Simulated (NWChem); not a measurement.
Program: NWChem. System: C₃H₃F, charge 0, spin multiplicity 1, at a geometry optimised with PBE/def2-SVP. The structure started from a generated list of species. Level: B3LYP/cc-pVDZ, VWN1-RPA local correlation.

Input file:

```
start mol
memory heap 200 mb stack 900 mb global 1100 mb
geometry units angstroms nocenter noautoz
  C      1.890124     0.235672     0.000000
  C      0.573635     0.261609     0.000000
  C     -0.743688     0.335508     0.000000
  F     -1.551068    -0.747767     0.000000
  H      2.470550     0.222524    -0.940773
  H      2.470550     0.222524     0.940773
  H     -1.301910     1.288118     0.000000
  symmetry group Cs
end
basis spherical
  * library cc-pvdz
end
dft
  xc b3lyp
  semidirect memsize 60000000 filesize 0
  iterations 100
end
task dft energy
```

Part of the output:

```
             Northwest Computational Chemistry Package (NWChem) 7.3.0
             --------------------------------------------------------

                                NWChem Input Module
                                -------------------

 Scaling coordinates for geometry "geometry" by  1.889725989
 (inverse scale =  0.529177249)

 Turning off AUTOSYM since
 SYMMETRY directive was detected!

                             Geometry "geometry" -> ""
                             -------------------------

 Output coordinates in angstroms (scale by  1.889725989 to convert to a.u.)

  No.       Tag          Charge          X              Y              Z
 ---- ---------------- ---------- -------------- -------------- --------------
    1 C                    6.0000     1.89012400     0.23567200     0.00000000
    2 C                    6.0000     0.57363500     0.26160900     0.00000000
    3 C                    6.0000    -0.74368800     0.33550800     0.00000000
    4 F                    9.0000    -1.55106800    -0.74776700     0.00000000
    5 H                    1.0000     2.47055000     0.22252400    -0.94077300
    6 H                    1.0000     2.47055000     0.22252400     0.94077300
    7 H                    1.0000    -1.30191000     1.28811800     0.00000000

 Effective nuclear repulsion energy (a.u.)      98.4711667979

            Nuclear Dipole moment (a.u.)
            ----------------------------
        X                 Y               Z
 ---------------- ---------------- ----------------
     0.0000075589    -0.0000056692     0.0000000000

      Symmetry information
      --------------------

 Group name             Cs
 Group number              2
 Group order               2
 No. of unique centers     6

      Symmetry unique atoms

     1    2    3    4    5    7


 Summary of "ao basis" -> "" (spherical)
 ------------------------------------------------------------------------------
       Tag                 Description            Shells   Functions and Types
 ---------------- ------------------------------  ------  ---------------------
 *                          cc-pvdz                   on all atoms

                                 NWChem DFT Module
                                 -----------------

 Summary of "ao basis" -> "ao basis" (spherical)
 ------------------------------------------------------------------------------
       Tag                 Description            Shells   Functions and Types
 ---------------- ------------------------------  ------  ---------------------
 C                          cc-pvdz                  6       14   3s2p1d
 F                          cc-pvdz                  6       14   3s2p1d
 H                          cc-pvdz                  3        5   2s1p

 Summary of "ao basis" -> "ao basis" (spherical)
 ------------------------------------------------------------------------------
       Tag                 Description            Shells   Functions and Types
 ---------------- ------------------------------  ------  ---------------------
 C                          cc-pvdz                  6       14   3s2p1d
 F                          cc-pvdz                  6       14   3s2p1d
 H                          cc-pvdz                  3        5   2s1p

      Symmetry analysis of basis
      --------------------------

        a'         49
        a"         22

            General Information
            -------------------
          SCF calculation type: DFT
          Wavefunction type:  closed shell.
[...]
 d= 0,ls=0.0,diis     4   -215.8927765444 -4.25D-03  7.83D-04  4.23D-03     1.0
 d= 0,ls=0.0,diis     5   -215.8933147180 -5.38D-04  2.87D-04  8.60D-04     1.1
  Resetting Diis
 d= 0,ls=0.0,diis     6   -215.8934133138 -9.86D-05  7.13D-05  2.40D-05     1.2
 d= 0,ls=0.0,diis     7   -215.8934166571 -3.34D-06  2.00D-05  6.62D-07     1.3
 d= 0,ls=0.0,diis     8   -215.8934164436  2.13D-07  1.24D-05  2.23D-06     1.3
 d= 0,ls=0.0,diis     9   -215.8934167523 -3.09D-07  1.46D-06  1.26D-08     1.4

         Total DFT energy =     -215.893416752337
      One electron energy =     -489.507839103568
           Coulomb energy =      202.911244903527
    Exchange-Corr. energy =      -27.767989350200
 Nuclear repulsion energy =       98.471166797905

 Numeric. integr. density =       29.999998796934

     Total iterative time =      1.2s

                  Occupations of the irreducible representations
                  ----------------------------------------------

                     irrep           alpha         beta
                     --------     --------     --------
                     a'               12.0         12.0
                     a"                3.0          3.0

                       DFT Final Molecular Orbital Analysis
                       ------------------------------------

 Vector   13  Occ=2.000000D+00  E=-3.791764D-01  Symmetry=a'
              MO Center= -1.3D+00, -2.7D-01, -1.8D-16, r^2= 1.5D+00
   Bfn.  Coefficient  Atom+Function         Bfn.  Coefficient  Atom+Function
  ----- ------------  ---------------      ----- ------------  ---------------
    46      0.445504  4 F  px                47     -0.380011  4 F  py
    49      0.295484  4 F  px                50     -0.252058  4 F  py
    67      0.243407  7 H  s                 17     -0.227031  2 C  s
    18      0.171699  2 C  px                32     -0.165848  3 C  px
    33      0.158253  3 C  py                68      0.156452  7 H  s

 Vector   14  Occ=2.000000D+00  E=-2.926069D-01  Symmetry=a'
              MO Center=  1.1D+00,  2.5D-01,  2.6D-16, r^2= 1.8D+00
   Bfn.  Coefficient  Atom+Function         Bfn.  Coefficient  Atom+Function
  ----- ------------  ---------------      ----- ------------  ---------------
     5      0.417121  1 C  py                19      0.400732  2 C  py
     8      0.277633  1 C  py                22      0.226624  2 C  py
    67     -0.108533  7 H  s                 46      0.085306  4 F  px
    47      0.084170  4 F  py                68     -0.072642  7 H  s
    49      0.057082  4 F  px                50      0.056576  4 F  py

 Vector   15  Occ=2.000000D+00  E=-2.575449D-01  Symmetry=a"
              MO Center= -2.2D-02,  1.6D-01, -2.0D-15, r^2= 2.3D+00
   Bfn.  Coefficient  Atom+Function         Bfn.  Coefficient  Atom+Function
  ----- ------------  ---------------      ----- ------------  ---------------
    34      0.393288  3 C  pz                20      0.388177  2 C  pz
    48     -0.287746  4 F  pz                23      0.261100  2 C  pz
    51     -0.222499  4 F  pz                37      0.221337  3 C  pz
    57      0.138240  5 H  s                 62     -0.138240  6 H  s
    58      0.104606  5 H  s                 63     -0.104606  6 H  s

 Vector   16  Occ=0.000000D+00  E=-2.403934D-02  Symmetry=a'
              MO Center=  8.5D-01,  2.3D-01, -1.7D-16, r^2= 2.8D+00
   Bfn.  Coefficient  Atom+Function         Bfn.  Coefficient  Atom+Function
  ----- ------------  ---------------      ----- ------------  ---------------
     8      0.549669  1 C  py                22     -0.458369  2 C  py
     5      0.411272  1 C  py                19     -0.400075  2 C  py
    68      0.257245  7 H  s                 35     -0.180734  3 C  px
    45     -0.180689  4 F  s                 21     -0.178342  2 C  px
    31     -0.173674  3 C  s                 36     -0.155838  3 C  py

 Vector   17  Occ=0.000000D+00  E= 1.113618D-02  Symmetry=a"
              MO Center=  3.2D-01,  2.8D-01,  1.1D-15, r^2= 3.1D+00
   Bfn.  Coefficient  Atom+Function         Bfn.  Coefficient  Atom+Function
  ----- ------------  ---------------      ----- ------------  ---------------
    37      0.536974  3 C  pz                23     -0.482556  2 C  pz
    58     -0.472746  5 H  s                 63      0.472746  6 H  s
    34      0.453805  3 C  pz                20     -0.421651  2 C  pz
     9     -0.241210  1 C  pz                48     -0.175418  4 F  pz
    51     -0.173040  4 F  pz                57     -0.158195  5 H  s

 Vector   18  Occ=0.000000D+00  E= 7.324560D-02  Symmetry=a'
              MO Center=  2.0D+00,  4.1D-01, -6.2D-16, r^2= 5.6D+00
   Bfn.  Coefficient  Atom+Function         Bfn.  Coefficient  Atom+Function
  ----- ------------  ---------------      ----- ------------  ---------------
     3      1.367797  1 C  s                 58     -1.184475  5 H  s
    63     -1.184475  6 H  s                 68     -0.713841  7 H  s
    31      0.691651  3 C  s                  7      0.671278  1 C  px
    36      0.236842  3 C  py                21      0.210856  2 C  px
     2      0.207927  1 C  s                 35     -0.136508  3 C  px

 center of mass
 --------------
 x =  -0.16803400 y =  -0.08032152 z =   0.00000000

 moments of inertia (a.u.)
 ------------------
          60.396659223910         -90.654302591400           0.000000000000
         -90.654302591400         408.883773348803           0.000000000000
           0.000000000000           0.000000000000         456.539169594796

     Multipole analysis of the density
     ---------------------------------

     L   x y z        total         alpha         beta         nuclear
     -   - - -        -----         -----         ----         -------
     0   0 0 0     -0.000000    -15.000000    -15.000000     30.000000

     1   1 0 0      0.438146      0.219069      0.219069      0.000008
     1   0 1 0      0.430195      0.215100      0.215100     -0.000006
     1   0 0 1      0.000000      0.000000      0.000000      0.000000

     2   2 0 0    -15.033304   -118.724412   -118.724412    222.415520
     2   1 1 0     -1.300297    -21.964156    -21.964156     42.628014
     2   1 0 1      0.000000      0.000000      0.000000      0.000000
     2   0 2 0    -17.300412    -23.309351    -23.309351     29.318289
     2   0 1 1      0.000000      0.000000      0.000000      0.000000
     2   0 0 2    -16.777661    -11.549415    -11.549415      6.321168

 Task  times  cpu:        1.4s     wall:        1.4s

 Total times  cpu:        1.5s     wall:        1.5s
```
